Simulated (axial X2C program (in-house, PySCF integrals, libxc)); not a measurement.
## What spin–orbit coupling does to CrN⁺

Computed with an in-house relativistic program for diatomic molecules. Spin-free means the one-electron spin-free X2C Hamiltonian; two-component (2c) means X2C with spin–orbit coupling and atomic mean-field two-electron Coulomb and Gaunt terms, so the difference of the two also holds small scalar two-electron terms. Basis: Cr dyall-cv3z [9s10p6d3f2g], N dyall-av3z [7s7p3d2f] (cores contracted in-house); Gaussian nuclei, density fitting, unrestricted open shells. Masses: Cr 51.941 u, N 14.003 u.

Spin-free state: M_S = 1, Λ = 0 (beyond evenly filled blocks: δ+α, δ-α); fragments Cr+ + N.

| level | Re (Å) | ωe (cm⁻¹) | De (eV) | μ (D) |
| --- | --- | --- | --- | --- |
| PBE | 1.501 | 1127.3 | 4.356 | -4.21 |

Dipoles are positive if N is the positive end and refer to the centre of mass.

Two-component determinant lowest at the distance of the search:

Ω = 1 (⟨Sz⟩ = 1.00, ⟨Lz⟩ = 0.00 at PBE); fragments Cr+ + N.

| level | Re (Å) | ωe (cm⁻¹) | De (eV) | μ (D) |
| --- | --- | --- | --- | --- |
| PBE | 1.501 | 1127.2 | 4.354 | -4.21 |

Q: From the two tables, how do the constants change at the PBE level (2c against spin-free)?

A: At the PBE level Re is unchanged within 0.001 Å and ωe doesn't move by more than 0.2 cm⁻¹; De changes by -0.002 eV.

One determinant describes the state; a PBE0 search over occupations chose it and may have missed a lower one. De is counted from the lowest determinant-based energies of the atoms at the same level, without counterpoise correction. Density functionals use the spin component along the axis (collinear). With several unpaired electrons one determinant need not be a pure state. Open-shell Ω = 0 determinants with evenly filled partner blocks cannot be reached by this program, so the Ω shown need not be the lowest component. The determinant is spin-polarised beyond a pure state at some levels (its spin-free form has ⟨S²⟩ too high), which makes Re and μ there less reliable.
